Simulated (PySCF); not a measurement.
Si(H)(OH) (H2OSi), SMILES O[SiH] (connectivity only; charge and spin as stated), neutral, multiplicity 1.

The structure is a stationary point at PBE0-D3(BJ)/def2-TZVP.

The numbers are results of TDA-PBE0/def2-TZVPD (PySCF), not measurements.

Vertical excitations. Gas-phase values at a fixed geometry. State labels are in the subgroup Cs.

**Question.** List the lowest excited states. (The exact figures need the calculation; the answer reports its results.)

**Answer.** 
```csv
state,symmetry,energy (eV),λ (nm),f,main pairs
S1,A",3.37,368,0.037,HOMO→LUMO 97 %
S2,A',5.23,237,0.072,HOMO→LUMO+1 97 %
S3,A',6.29,197,0.104,HOMO→LUMO+2 97 %
S4,A",6.34,195,0.032,HOMO−1→LUMO 95 %
S5,A',7.15,173,0.102,"HOMO→LUMO+3 51 %, HOMO→LUMO+4 38 %, HOMO−2→LUMO 8 %"
S6,A',7.46,166,0.086,"HOMO−2→LUMO 65 %, HOMO→LUMO+3 17 %"
S7,A',7.57,164,0.223,"HOMO→LUMO+4 38 %, HOMO→LUMO+3 25 %, HOMO→LUMO+5 23 %, HOMO−2→LUMO 8 %"
S8,A',7.83,158,0.019,"HOMO→LUMO+5 72 %, HOMO→LUMO+4 18 %"
S9,A",7.86,158,0.107,"HOMO→LUMO+6 49 %, HOMO→LUMO+7 42 %"
S10,A",7.91,157,0.043,"HOMO→LUMO+7 53 %, HOMO→LUMO+6 46 %"
T1,A",1.84,672,0,HOMO→LUMO 98 %
T2,A',4.23,293,0,HOMO→LUMO+1 84 %
T3,A",5.50,225,0,HOMO−1→LUMO 95 %
T4,A',5.84,212,0,"HOMO−2→LUMO 38 %, HOMO→LUMO+2 35 %, HOMO→LUMO+3 13 %, HOMO→LUMO+4 10 %"
```
Triplets are in the Tamm–Dancoff approximation.
